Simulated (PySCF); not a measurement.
C₂H₆N, SMILES C([NH])C, multiplicity 2. Atoms are numbered in the order given.

```xyz
9

C      0.2016    -1.2125     0.0000
C     -0.4971     0.1358     0.0000
N      0.4391     1.2250     0.0000
H     -0.5215    -2.0314     0.0000
H      0.8366    -1.3107    -0.8827
H      0.8366    -1.3107     0.8827
H     -1.1695     0.2236     0.8724
H     -1.1695     0.2236    -0.8724
H     -0.1132     2.0908     0.0000
```
Charge 0, spin multiplicity 2.

Geometry: r2SCAN-D4/def2-TZVP. The isomer is the one that the SMILES or the coordinates give; other isomers of the formula were not compared. The values are those of a single conformer.

Method: PySCF with B3LYP/pcH-1.

Unrestricted Kohn–Sham, ⟨S²⟩ = 0.753. Hyperfine tensors hold the contact and dipolar terms, without spin-orbit corrections.

Question: Estimate the hyperfine couplings. (An estimate is asked for; the answer gives what the named calculation found.)

Answer: 
```tsv
nucleus	A(iso) (MHz)	A(iso) (G)	dipolar principal values (MHz)
13C no. 1	-2.9	-1.0	-1.1, -0.8, 1.9
13C no. 2	-34.2	-12.2	-4.4, 1.2, 3.2
14N no. 3	31.1	11.1	-44.7, -43.4, 88.1
1H no. 4	-3.0	-1.1	-1.9, -1.8, 3.7
1H no. 5	-0.7	-0.2	-3.4, -3.2, 6.5
1H no. 6	-0.7	-0.2	-3.4, -3.2, 6.5
1H no. 7	144.1	51.4	-6.9, -4.0, 10.9
1H no. 8	144.1	51.4	-6.9, -4.0, 10.9
1H no. 9	-59.3	-21.2	-51.6, -10.3, 61.9
```

Question: And the g tensor (effective nuclear charges for spin-orbit coupling, GIAO)? (Estimate from the structure and the level; the computed values follow.)

Answer: principal values 2.0022, 2.0039, 2.0080; isotropic 2.0047.
